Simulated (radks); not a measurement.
Species: Ir5+. Configuration: [Xe] 4f14 5d4.

All-electron calculation, scalar-relativistic Kohn-Sham, BLYP, spin-unpolarised, spherical densities, point nucleus. Program: a radial shooting solver on a logarithmic mesh with Libxc functionals.

Energy parts (eV):
part                       energy
total                  -484980.53
kinetic                 539370.81
electron-nucleus      -1198965.42
Hartree                 184000.60
exchange-correlation     -9386.52

Orbitals (lengths in bohr, moments of r in powers of bohr; <r^-3> diverges for s and p1/2; r(max) is where P^2 peaks):
orbital  occ.  eigenvalue (eV)       <r^4>   <1/r>  <r^-3>   r(max)
1s          2        -76210.96   4.804e-07   92.25       -  0.01082
2s          2        -13385.18  0.00007115   21.60       -  0.06228
2p          6        -11635.72  0.00005699   19.36   23060  0.05137
3s          2        -3179.651    0.002589   8.006       -   0.1756
3p          6        -2668.238    0.002822   7.338    5222   0.1745
3d         10        -2105.743    0.002172   6.918   657.7   0.1421
4s          2        -728.4546     0.05913   3.420       -   0.3971
4p          6        -560.7466     0.07899   3.095    1239   0.4174
4d         10        -354.9327      0.1117   2.767   135.4   0.4261
4f         14        -126.0682      0.2533   2.321   25.09   0.3947
5s          2        -160.8400       1.580   1.393       -   0.8873
5p          6        -116.4885       2.782   1.195   209.6   0.9945
5d          4         -64.8337       8.613  0.8996   15.07    1.229

The highest occupied level is 5d at -64.834 eV. The density falls to 0.001 e/bohr^3 at r = 3.00 bohr. For comparison, the ionisation energy in NIST's Atomic Spectra Database is 72 eV (theoretical). In exact Kohn-Sham theory the highest level is minus the ionisation energy, but local and semilocal functionals leave it too shallow, through self-interaction and a potential that decays too fast; potentials with the right tail come closer.

Beside tabulated values, note that spin-unpolarised runs miss the spin-polarisation part of the exchange energy of open shells.
